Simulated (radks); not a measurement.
The mean radii <r> (bohr) of the occupied orbitals of an atom or ion are listed with their occupations. Method: scalar-relativistic Kohn-Sham, PBE, spin-unpolarised, spherical densities, finite nucleus; Fermi nuclear charge, rms radius of each element as measured or else 0.836 A^(1/3) + 0.57 fm; computed with a radial shooting solver on a logarithmic mesh with Libxc functionals.

orbital  occ.      <r>
1s          2  0.02274
2s          2  0.09701
2p          6  0.08547
3s          2   0.2549
3p          6   0.2533
3d         10   0.2310
4s          2   0.5792
4p          6   0.6133
4d         10   0.6708
5s          2    1.408
5p          6    1.649
4f          6   0.9952
7p          1    9.476

Name the element and its charge.

Answer. Z = 62, samarium, charge +1: Sm+ in [Xe] 4f6 7p1. The 1s radius gives Z: for a bare nucleus <r> = (2 gamma + 1)/(2Z) with gamma = sqrt(1 - (Z/c)^2), 0.02245 bohr for Z = 62, and screening makes it slightly larger (0.02274 here). The occupations add up to 61, and the charge is Z minus that.
